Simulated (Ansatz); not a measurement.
`[NH2][Ge][Cl]` and `[NH2][Ge][OH]` differ in one atom or group.

Ansatz, PBE0-D4/def2-TZVP geometries, multiplicity 1. Each molecule was computed in one conformer, which needn't be the lowest.

Scalar relativity is left out up to krypton.

| property | `[NH2][Ge][Cl]` |
| --- | --- |
| HOMO–LUMO gap (PBE/def2-TZVPP) / eV | 3.86 |
| LUMO energy (B3LYP/def2-TZVPP) / eV | -2.01 |
| LUMO energy (PBE/def2-TZVPP) / eV | -2.54 |
| size of the dipole moment (PBE/def2-TZVPP) / D | 2.82 |
| ideal-gas entropy at 298 K and 1 bar (rigid rotor, harmonic PBE0-D4/def2-TZVP) / J/(mol·K) | 297 |
| HOMO–LUMO gap (PBE0/def2-TZVPP) / eV | 5.72 |

Problem. Give the same properties after the change, and the shifts. (Estimate.)

Solution. Ansatz gave: 
```tsv
property	`[NH2][Ge][OH]`	shift
HOMO–LUMO gap (PBE/def2-TZVPP) / eV	4.41	0.55
LUMO energy (B3LYP/def2-TZVPP) / eV	-1.28	0.73
LUMO energy (PBE/def2-TZVPP) / eV	-1.82	0.72
size of the dipole moment (PBE/def2-TZVPP) / D	2.59	-0.23
ideal-gas entropy at 298 K and 1 bar (rigid rotor, harmonic PBE0-D4/def2-TZVP) / J/(mol·K)	292	-5
HOMO–LUMO gap (PBE0/def2-TZVPP) / eV	6.28	0.56
```

With PBE0 the HOMO rises by 0.19 eV and the LUMO rises by 0.75 eV, so the gap widens by about 0.56 eV. PBE moves the HOMO by 0.18 eV and ωB97M-V by 0.10 eV. The zero-point energy changes by 31.1 kJ/mol with +3 modes. Dipoles are sizes alone; their direction can turn.

B3LYP here is the variant with VWN-RPA as its local correlation; programs differ in this.
